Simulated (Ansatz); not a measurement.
Consider the redistribution: `[SiH3][GeH3]` + `CS[S][GeH3]` → `C[S][GeH3]` + `[SiH3][S][GeH3]`.

Program: Ansatz. Geometries: PBE0-D4/def2-TZVP. ΔE: electronic, gas phase. CBS: MP2 limit from def2 TZ/QZ plus the TZ coupled-cluster correction, frozen cores. DFT in def2-TZVPP. B3LYP here is the variant with VWN-RPA as its local correlation; programs differ in this. HSE06 is defined as in plane-wave codes. For Ge outer-core shells are correlated without core-valence functions, which leaves a few kJ/mol of doubt a bond. Scalar relativity is left out up to krypton. One conformer a species, not always the lowest.

```csv
level,ΔE (kJ/mol),difference from CCSD(T)/CBS
B97M-V,-108.2,2.3
HSE06-D4,-102.4,8.1
ωB97X-V,-109.9,0.6
ωB97M-V,-110.3,0.2
B2PLYP,-109.4,1.1
PBE-QIDH,-114.8,-4.3
B3LYP,-102.0,8.5
r2SCAN0,-110.7,-0.2
MP2/def2-SVP,-127.7,-17.2
CCSD(T)/def2-SVP,-118.2,-7.7
HF/def2-TZVPP,-127.7,-17.2
SCS-MP2/def2-TZVPP,-120.4,-9.9
CCSD/def2-TZVPP,-115.6,-5.1
CCSD(T)/def2-TZVPP,-113.5,-3.0
MP2/def2-QZVPP,-120.0,-9.5
HF/CBS(def2),-127.5,-17.0
CCSD(T)/CBS,-110.5,0
```

Task: What do rigid-rotor, harmonic-oscillator terms from PBE0-D4/def2-TZVP frequencies (298.15 K, 1 bar) make of the CCSD(T)/CBS value? (Estimate.)

Result: Ansatz gave: ΔZPE = +3.2 kJ/mol, ΔH = -107.7 kJ/mol, ΔS = 20 J/(mol·K), ΔG = -113.6 kJ/mol. Modes under 50 cm⁻¹ make the entropy rough.

Largest T1 diagnostic among the species: 0.012.

From PBE to PBE0 (25 % exact exchange), in def2-TZVPP and without D4, ΔE moves by −10.3 kJ/mol. In def2-TZVPP, CCSD(T) changes the Hartree–Fock value by +14.2 kJ/mol (the triples alone add +2.2 kJ/mol) and MP2 by +6.0 kJ/mol. At CCSD(T), def2-SVP lies −7.7 kJ/mol from the extrapolated value and def2-TZVPP −3.0 kJ/mol.
